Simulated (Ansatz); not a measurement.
Geometry optimisation, Ansatz 0.2.0, DFT PBE, scalar-relativistic, plane waves, PAW.

The input (input.yaml):

```yaml
crystal:
  lattice:
    - [7.398, 0.0, 0.0]
    - [-3.699, 6.406856, 0.0]
    - [0.0, 0.0, 12.0]
  atoms:
    - { symbol: C, position: [0.0, 0.0, 0.0833333] }
    - { symbol: C, position: [0.2222222, 0.1111111, 0.0833333] }
    - { symbol: C, position: [0.0, 0.3333333, 0.0833333] }
    - { symbol: C, position: [0.2222222, 0.4444444, 0.0833333] }
    - { symbol: C, position: [0.0, 0.6666667, 0.0833333] }
    - { symbol: C, position: [0.2222222, 0.7777778, 0.0833333] }
    - { symbol: C, position: [0.3333333, 0.0, 0.0833333] }
    - { symbol: C, position: [0.5555556, 0.1111111, 0.0833333] }
    - { symbol: C, position: [0.3333333, 0.3333333, 0.0833333] }
    - { symbol: C, position: [0.5555556, 0.4444444, 0.0833333] }
    - { symbol: C, position: [0.3333333, 0.6666667, 0.0833333] }
    - { symbol: C, position: [0.5555556, 0.7777778, 0.0833333] }
    - { symbol: C, position: [0.6666667, 0.0, 0.0833333] }
    - { symbol: C, position: [0.8888889, 0.1111111, 0.0833333] }
    - { symbol: C, position: [0.6666667, 0.3333333, 0.0833333] }
    - { symbol: C, position: [0.8888889, 0.4444444, 0.0833333] }
    - { symbol: C, position: [0.6666667, 0.6666667, 0.0833333] }
    - { symbol: C, position: [0.8888889, 0.7777778, 0.0833333] }
    - { symbol: "N", position: [0.7065344, 0.8546731, 0.18] }
    - { symbol: H, position: [0.6909292, 0.8466034, 0.2658333] }
basis:
  ecutwfc: 420.0
kpoints:
  mp_grid: { grid: [2, 2, 1] }
hamiltonian:
  xc: pbe
scf:
  occupations: { method: fermi_dirac, width: 0.05 }
  lower_state_search: "off"
relax:
  f_tol: 0.03
  max_steps: 60
  adjacent_minimum: "off"
```

Launched with:

```bash
$ ansatz run input.yaml --threads 1 --pin off --max-ram 3072MiB --backend cpu --events-out ev --progress --plain --runs-dir out
```

Where does it end, and by what steps?

The forces met the threshold. Limits of this set-up: coarse k mesh, slab without dipole correction. After 13 steps the energy has fallen by 5.252 eV; H20 moved furthest, 1.55 Å.

```csv
step,energy less start (eV),largest force component (eV/Å),accepted
0,0.0000,6.553,yes
1,-1.5018,3.847,yes
2,-2.4036,1.592,yes
3,-3.0086,1.337,yes
4,-3.6116,1.131,yes
5,-4.1273,1.389,yes
6,-4.5511,1.438,yes
7,-4.9498,1.114,yes
8,-5.1429,0.731,yes
9,-5.2322,0.523,yes
10,-5.2477,0.268,yes
11,-5.2485,0.280,yes
12,-5.2519,0.031,yes
13,-5.2519,0.010,yes
```

```xyz
20
Lattice="7.3980 0.0000 0.0000 -3.6990 6.4069 0.0000 0.0000 0.0000 12.0000" Properties=species:S:1:pos:R:3
C 0.113 -0.011 0.970
C 1.353 0.699 0.914
C -1.105 2.114 0.902
C 0.116 2.821 0.902
C -2.346 4.236 0.914
C -1.106 4.946 0.965
C 2.593 -0.012 0.965
C 3.792 0.701 1.004
C 1.353 2.107 0.908
C 2.594 2.821 0.902
C 0.093 4.233 1.004
C 1.355 4.911 1.310
C 5.054 0.023 1.311
C 6.317 0.706 1.005
C 3.815 2.113 0.903
C 5.052 2.827 0.908
C 2.618 4.228 1.004
C 3.812 4.945 0.970
N 1.406 5.670 2.594
H 0.459 5.670 2.994
```

Run time: 39 s on 1 thread of AMD EPYC 9R45 96-Core Processor (Zen 5) (shared host), peak memory 0.71 GiB.
